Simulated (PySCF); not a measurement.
Two-component Hartree-Fock for Si⁴⁺ (silicon, charge +4)

Start: [Ne]. Calculated with PySCF 2.14 in an even-tempered Gaussian basis (19 s from 0.32 bohr⁻², ratio 2.4; 12 p from 0.41 bohr⁻², ratio 2.4; 5 d from 4.4 bohr⁻², ratio 2.6; 5 f from 6.5 bohr⁻², ratio 2.6): generalised Hartree-Fock with the X2C-1e Hamiltonian and a Gaussian nucleus; one run each with spin-orbit coupling (SO) switched off, then screened by Boettger's factors.

| spinor shell | electrons | ε, spin-free (eV) | ε, screened SO (eV) | weight of nominal j (screened SO) | rms radius, screened SO (bohr) |
| --- | --- | --- | --- | --- | --- |
| 1s1/2 | 2 | -1931.7 | -1931.7 | 1.000 | 0.129 |
| 2s1/2 | 2 | -220.50 | -220.50 | 1.000 | 0.610 |
| 2p1/2 | 2 | -168.54 | -169.01 | 1.000 | 0.591 |
| 2p3/2 | 4 | -168.54 | -168.30 | 1.000 | 0.593 |

| quantity | spin-free | screened SO |
| --- | --- | --- |
| E (hartree) | -285.78022 | -285.78050 |
| M_J | 0 | 0 |
| ⟨J²⟩ | 0.000 | 0.000 |
| ⟨L²⟩ | 0.000 | 0.000 |
| ⟨S²⟩ | 0.000 | 0.000 |

Without spin-orbit coupling the j labels of p, d and f shells carry no meaning; the spin-free column gives the mean over the occupied spinors of each nl shell.
